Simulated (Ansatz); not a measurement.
Consider the substitution at a C–C bond: `BOCCO` + CH₃SH → `CSCO` + `BOC`.

Computed with Ansatz on PBE0-D4/def2-TZVP structures; ΔE is electronic, products minus reactants. CCSD(T)/CBS adds triple-zeta CCSD(T) − MP2 to the extrapolated MP2 energy (def2 sets, frozen cores). This one scheme is used for every species. DFT in def2-TZVPP. One conformer a species, not always the lowest.

`BOCCO`:

Cartesian coordinates in Å:
```
B -1.105 0.129 -1.879
O -0.982 0.629 -0.641
C -0.457 -0.131 0.431
C 0.913 0.397 0.810
O 1.424 -0.259 1.946
H -0.793 -1.011 -2.102
H -1.532 0.864 -2.721
H -1.135 -0.034 1.282
H -0.397 -1.190 0.150
H 0.835 1.456 1.067
H 1.590 0.315 -0.051
H 1.640 -1.164 1.709
```

CH₃SH:

Z-matrix (Å, degrees):
```
C
S 1 1.806
H 1 1.089 2 111.5
H 1 1.089 2 111.5 3 -123.8
H 1 1.090 2 106.2 3 118.1
H 2 1.342 1 97.1 3 61.9
```

`CSCO`:

Cartesian coordinates in Å:
```
C -0.382 0.192 -1.480
S 0.427 -1.065 -0.480
C 0.041 -0.435 1.163
O 0.632 0.797 1.468
H -0.112 0.003 -2.519
H -1.467 0.134 -1.379
H -0.034 1.185 -1.196
H 0.352 -1.232 1.849
H -1.036 -0.293 1.259
H 1.579 0.714 1.315
```

`BOC`:

```xyz
8

B    -0.163   -1.282   -0.389
O    -0.567   -0.264    0.381
C     0.065    0.999    0.357
H     0.770   -1.141   -1.137
H    -0.767   -2.310   -0.291
H     0.894    1.015   -0.357
H    -0.671    1.757    0.079
H     0.439    1.226    1.357
```

CCSD(T)/CBS gives +0.2 kcal/mol.

Task: Another level gave -0.7 kcal/mol. Which?
A. HF/def2-TZVPP
B. CCSD(T)/def2-TZVPP
C. PBE0-D4/def2-TZVPP
D. PBE-D4/def2-TZVPP

Result: C. PBE0-D4 -0.7, CCSD(T)/def2-TZVPP 0.9, PBE-D4 -1.9, HF/def2-TZVPP 2.6 kcal/mol.

Largest T1 diagnostic among the species: 0.014.

In def2-TZVPP, CCSD(T) changes the Hartree–Fock value by −1.7 kcal/mol (the triples alone add −0.6 kcal/mol) and MP2 by −2.8 kcal/mol. From PBE to PBE0 (25 % exact exchange), in def2-TZVPP and without D4, ΔE moves by +1.2 kcal/mol.
